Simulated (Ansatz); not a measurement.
Two isomers of CH4GeOS: A = `C[O][Ge][SH]`, B = `O=[C](S)[GeH3]`.

Isolated molecules relaxed with PBE0-D4/def2-TZVP in Ansatz; ΔE leaves out vibrations. CBS: MP2 limit from def2 TZ/QZ plus the TZ coupled-cluster correction, frozen cores. Functionals use def2-TZVPP. For Ge outer-core shells are correlated without core-valence functions, which leaves a few kJ/mol of doubt a bond. Scalar relativity is left out up to krypton. Each species was taken in one conformer, which may not be the lowest.

(1) Which isomer does CCSD(T)/CBS put lower? Give the gap. (An estimate is asked.)

(2) Give E(B) − E(A) in kcal/mol with LDA (SPW92), CCSD(T)/def2-SVP, B2PLYP, r2SCAN-D4, PBE-D4, PBE0-D4, CCSD(T)/def2-TZVPP. (Estimate.)

(3) Does the order hold for the free energy at 298.15 K (harmonic terms from PBE0-D4)? (Estimate.)

Largest T1 diagnostic: 0.016.

## Answers

(1) Computed: A, by 37.2 kcal/mol.

(2) The calculation gave: LDA (SPW92) 34.4, CCSD(T)/def2-SVP 31.8, B2PLYP 36.7, r2SCAN-D4 33.6, PBE-D4 34.8, PBE0-D4 35.8, CCSD(T)/def2-TZVPP 33.8. None reverses the order clearly.

(3) Ansatz gave: Yes: G(B) − G(A) = +30.5 kcal/mol, for one conformer each. Modes under 60 cm⁻¹, often nearly free rotors, make the harmonic entropy too high.

From BLYP to BHLYP (50 % exact exchange), in def2-TZVPP and without D4, E(B) − E(A) moves by +2.1 kcal/mol. At CCSD(T), def2-SVP lies −5.4 kcal/mol from the extrapolated value and def2-TZVPP −3.3 kcal/mol.
